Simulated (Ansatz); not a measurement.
A nudged elastic band was laid between two geometries of CH$_{3}$ClF$_{2}$Ti (8 atoms, charge 0, multiplicity 1).

Method: RKS BLYP-D4/def2-SVP in Ansatz 0.2.0.

```
movable images  : 5
climbing image  : yes
spring          : 5.0 eV/Å²
optimiser       : quadratic models (default)
start path      : through a guess of the saddle point
force threshold : 0.03 eV/Å
iteration limit : 60
end points      : relaxed
```

Initial state:

```xyz
8
Properties=species:S:1:pos:R:3
Ti 0.088 0.522 0.811
Cl 2.041 -0.120 1.614
C -0.195 -0.540 -0.930
H 0.639 -0.319 -1.628
F 0.059 2.213 0.350
F -1.254 0.096 1.855
H -1.162 -0.228 -1.380
H -0.217 -1.624 -0.693
```

Final state:

```xyz
8
Properties=species:S:1:pos:R:3
Ti 0.077 0.497 0.830
Cl 2.238 0.394 1.266
C -0.193 -0.539 -0.929
H 0.145 -1.587 -0.786
F -0.485 2.128 0.514
F -0.907 -0.326 2.024
H 0.401 -0.051 -1.731
H -1.274 -0.517 -1.188
```

(1) What changes between the two ends?

(2) Give the energies along the band, and the barrier.

(3) What is the geometry of the highest image?

(4) What are the harmonic wavenumbers there?

The band took 12 iterations and about 3 core-minutes.

Results:

(1) No bond is made or broken.  The two ends are copies of one structure, up to a mirror image or an exchange of like atoms.

(2) The forces met the threshold. The highest image is number 3 of 0 to 6, 0.039 eV above the ends, which have the same energy within 2 meV. A vibrational analysis at the climbing image gives one clearly imaginary mode, 119i cm⁻¹: a first-order saddle point.

| image | path coordinate (Å) | energy (eV) |
| --- | --- | --- |
| 0 | 0.00 | 0.000 |
| 1 | 0.54 | 0.011 |
| 2 | 1.08 | 0.030 |
| 3 | 1.62 | 0.039 |
| 4 | 2.17 | 0.029 |
| 5 | 2.71 | 0.010 |
| 6 | 3.26 | 0.000 |

(3) 
```xyz
8
Properties=species:S:1:pos:R:3:forces:R:3
Ti 0.093 0.550 0.785 0.00 0.00 0.00
Cl 2.208 0.320 1.380 0.00 0.00 0.00
C -0.209 -0.603 -0.907 0.00 0.00 0.01
H 0.741 -1.106 -1.179 0.00 0.00 0.00
F -0.294 2.199 0.336 0.00 -0.01 0.00
F -1.009 -0.062 2.003 0.00 0.01 0.00
H -0.540 0.060 -1.733 0.00 0.00 0.00
H -0.991 -1.358 -0.686 0.00 0.00 0.00
```

(4) 119i, 150, 152, 183, 189, 195, 425, 515, 532, 544, 751, 807, 1089, 1350, 1351, 2943, 3051, 3055 cm⁻¹.

The run took 100 s on 2 threads of Intel(R) Xeon(R) Platinum 8488C (Sapphire Rapids), with other jobs on the host, peak memory 0.19 GiB.
